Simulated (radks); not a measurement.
Q: Species: Co VII. Configuration: [Ar] 3d3 (the NIST ground configuration). All-electron calculation, scalar-relativistic Kohn-Sham, BLYP, spin-polarised, spherical densities, finite nucleus; open shells are filled with parallel spins first; Fermi nuclear charge, rms radius 3.7875 fm. Program: a radial shooting solver on a logarithmic mesh with Libxc functionals. Some entries of the table are withheld. Estimate them.

| orbital | occ. | eigenvalue (hartree) | <r^2> (bohr^2) | r(max) (bohr) |
|---|---|---|---|---|
| 1s down | 1 | -283.4551 | 0.004247 | 0.03678 |
| 1s up | 1 | -283.4550 | 0.004247 | 0.03678 |
| 2s up | 1 | -37.51139 | 0.07710 | 0.2132 |
| 2s down | 1 | -37.42666 | 0.07684 | 0.2131 |
| 2p up | 3 | -32.76067 | 0.06221 | (1) |
| 2p down | 3 | -32.69631 | 0.06195 | (2) |
| 3s up | 1 | -7.87311 | 0.6260 | 0.6554 |
| 3s down | 1 | -7.70274 | 0.6316 | 0.6566 |
| 3p up | 3 | -6.48276 | 0.6706 | 0.6580 |
| 3p down | 3 | -6.31553 | 0.6794 | 0.6598 |
| 3d up | 3 | -4.26890 | 0.7418 | 0.6047 |
| 3d down | 0 | -4.10109 | 0.7671 | 0.6094 |

A: 
(1) 2p up r(max) (bohr): 0.1721
(2) 2p down r(max) (bohr): 0.1719
